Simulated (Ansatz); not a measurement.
Two isomers of C2H7GaN2: A = `N=C[CH2][GaH][NH2]`, B = `C[N]1C[NH][GaH]1`.

Isolated molecules relaxed with PBE0-D4/def2-TZVP in Ansatz; ΔE leaves out vibrations. CCSD(T)/CBS adds triple-zeta CCSD(T) − MP2 to the extrapolated MP2 energy (def2 sets, frozen cores). DFT in def2-TZVPP. For Ga outer-core shells are correlated without core-valence functions, which leaves a few kJ/mol of doubt a bond. Scalar relativity is left out up to krypton. One conformer a species, not always the lowest.

(1) Which is lower in electronic energy at CCSD(T)/CBS, and by how much? (Best estimate.)

(2) Give E(B) − E(A) in kcal/mol with B2PLYP, ωB97M-V, CCSD(T)/def2-TZVPP, HF/def2-TZVPP, PBE0-D4, MP2/def2-TZVPP, r2SCAN-D4. (Estimate.)

Largest T1 diagnostic: 0.016.

Answers

(1) Computed: A, by 13.5 kcal/mol.

(2) Ansatz gave: B2PLYP 13.9, ωB97M-V 13.2, CCSD(T)/def2-TZVPP 13.1, HF/def2-TZVPP 17.9, PBE0-D4 10.4, MP2/def2-TZVPP 11.3, r2SCAN-D4 12.2. None reverses the order clearly.

From PBE to PBE0 (25 % exact exchange), in def2-TZVPP and without D4, E(B) − E(A) moves by −0.9 kcal/mol. The D4 term adds −1.1 kcal/mol with B3LYP and −0.5 kcal/mol with PBE0; it sums over pairs of atoms, weighted by their polarisabilities, and B3LYP, whose exchange is more repulsive, gets the larger term.

B3LYP here is the variant with VWN-RPA as its local correlation; programs differ in this.
